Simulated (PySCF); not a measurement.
## Structure elucidation problem

Molecular formula: CH$_{11}$O$_{2}$PSi$_{3}$. Simulated spectra:

¹H NMR (400 MHz, computed): δ 6.11 (m, 1H), 5.21 (s, 3H), 4.94 (m, 1H), 4.89 (m, 1H), 1.12 (m, 2H), 0.55 (m, 3H).

¹³C{¹H} NMR (computed): δ 4.7.

- PBE0/pcSseg-1 with gauge-including orbitals
- GFN2-xTB structure
- code: PySCF 2.14.0 with density-fitted response routines
- one computed conformer, non-relativistic Hamiltonian, rapidly exchanging positions averaged, no solvent

Shifts are taken against calculated references (same method and geometry level): TMS for ¹H (31.72 ppm) and ¹³C (186.93 ppm).

Task: Which of these isomers gave the spectra?
A. [SiH3]O[SiH2]OC[SiH2]P
B. C[Si@H](P)O[SiH2]O[SiH3]
C. C[Si@@]([SiH3])(P)O[SiH2]O
D. CO[Si@@]([SiH3])(P)O[SiH3]

Result: B. 

Carbon types of the structure: 1 × CH3, leaving 8 H on heteroatoms. δC 4.7: methyl carbon bonded to Si; an electropositive neighbour leaves it electron-rich and shielded. δH 5.21: hydrogen on a silicon bonded to O. δH 4.94, 4.89: hydrogen on a silicon bonded to 2 O. δH 1.12: hydrogen on a phosphorus bonded to Si. δH 0.55: hydrogen on a methyl carbon bonded to Si; an electropositive neighbour shields it, as in TMS itself.

The others: CO[Si@@]([SiH3])(P)O[SiH3] would give 4 signals for carbon-bound and other non-exchanging H, not 6; C[Si@@]([SiH3])(P)O[SiH2]O would give 5 signals for carbon-bound and other non-exchanging H, not 6; [SiH3]O[SiH2]OC[SiH2]P would give 5 signals for carbon-bound and other non-exchanging H, not 6.

Splittings by ³¹P in the carbon and heteronuclear signals aren't shown, as no couplings were computed. Shifts are as computed. Against solution values, carbons near 30 ppm lie about +3 ppm off and those near 130 ppm about +5 ppm. Of 1211 compounds with measured shifts, 218 miss one by over three times the rms of a fit or turn the order of signals round; such compounds aren't used in these exercises. Multiplicities follow the n + 1 count of equivalent neighbours, as no J values were calculated; m marks all less simple cases, F and P coupling included.
